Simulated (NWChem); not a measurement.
Species: C4H5FO; SMILES C1(F)CC(C1)=O

```xyz
11

O     -0.0036     2.3039     0.0000
C      0.0025     1.1096     0.0000
C     -0.0581     0.0506     1.0958
C     -0.4572    -0.9533     0.0000
F      0.2453    -2.1225     0.0000
C     -0.0581     0.0506    -1.0958
H      0.9519    -0.1811     1.4740
H     -0.7317     0.2285     1.9466
H     -1.5330    -1.1917     0.0000
H     -0.7317     0.2285    -1.9466
H      0.9519    -0.1811    -1.4740
```
Atoms are numbered in this order, from 1.

Level: PBE0/def2-SVP (NWChem), optimised geometry, unscaled harmonic frequencies. 

### Question
List the harmonic frequencies with IR intensities, and the thermochemistry.

### Answer
| frequency (cm⁻¹) | IR intensity (km/mol) |
|---|---|
| 90 | 10.1 |
| 340 | 9.5 |
| 389 | 2.0 |
| 449 | 3.3 |
| 502 | 0.5 |
| 641 | 0.1 |
| 652 | 0.0 |
| 788 | 0.4 |
| 920 | 0.5 |
| 965 | 11.2 |
| 1013 | 9.2 |
| 1050 | 4.4 |
| 1134 | 21.6 |
| 1139 | 66.9 |
| 1171 | 0.9 |
| 1222 | 53.0 |
| 1246 | 45.4 |
| 1292 | 28.7 |
| 1381 | 42.4 |
| 1383 | 35.2 |
| 1427 | 35.1 |
| 1954 | 287.6 |
| 3083 | 0.1 |
| 3088 | 1.5 |
| 3106 | 23.0 |
| 3167 | 0.8 |
| 3167 | 3.7 |

| Quantity | Result |
|---|---|
| zero-point energy | 52.5 kcal/mol |
| thermal correction to the enthalpy at 298.15 K (with zero-point energy) | 56.5 kcal/mol |
| heat capacity Cv | 19.3 cal/(mol K) |
| entropy at 298.15 K and 1 atm (symmetry number 1) | 74.5 cal/(mol K) |
| dipole moment | 1.45 D |

Rigid rotor and harmonic oscillator; modes under 100 cm⁻¹ make the entropy uncertain.
